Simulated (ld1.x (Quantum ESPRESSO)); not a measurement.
**u(r) = r·R(r): atom against pseudo-atom (nitrogen (N))**

Columns: radius, all-electron u(r) and pseudo u(r) of the 2p shell (level -7.04 eV) of nitrogen in the configuration [He] 2s2 2p3; PBEsol, scalar-relativistic, PAW scheme, ld1.x (Quantum ESPRESSO) 7.5.

```tsv
r (bohr)	all-electron	pseudo
0.110	0.0850	0.0109
0.220	0.2430	0.0429
0.330	0.4009	0.0935
0.440	0.5333	0.1592
0.550	0.6348	0.2350
0.660	0.7065	0.3159
0.770	0.7515	0.3962
0.880	0.7743	0.4710
0.990	0.7797	0.5358
1.100	0.7718	0.5875
1.210	0.7544	0.6239
1.320	0.7301	0.6446
1.430	0.7012	0.6501
1.540	0.6694	0.6423
1.650	0.6359	0.6238
1.760	0.6016	0.5975
1.870	0.5674	0.5666
1.980	0.5337	0.5337
2.090	0.5008	0.5008
2.200	0.4690	0.4690
2.310	0.4385	0.4385
2.420	0.4094	0.4094
2.530	0.3818	0.3818
2.640	0.3557	0.3557
2.750	0.3311	0.3311
2.860	0.3080	0.3080
```

Question: How many radial nodes do the two functions have?

Answer: The all-electron 2p function has n − l − 1 = 0; the pseudo-wave has 0.

Question: At about which radius was the pseudo-wave matched?

Answer: 2.20 bohr. The columns agree to 0.0005 from 1.98 bohr on; several derivatives are matched, so the curves merge somewhat inside the radius.

Question: Where does each function peak?

Answer: Outermost all-electron maximum near 0.99 bohr, pseudo maximum near 1.43 bohr (to the table’s step).

Question: Is the pseudo-wave norm-conserving?

Answer: No, it belongs to a PAW set: the norm inside the radius is not constrained, and the difference is carried by the augmentation charge.
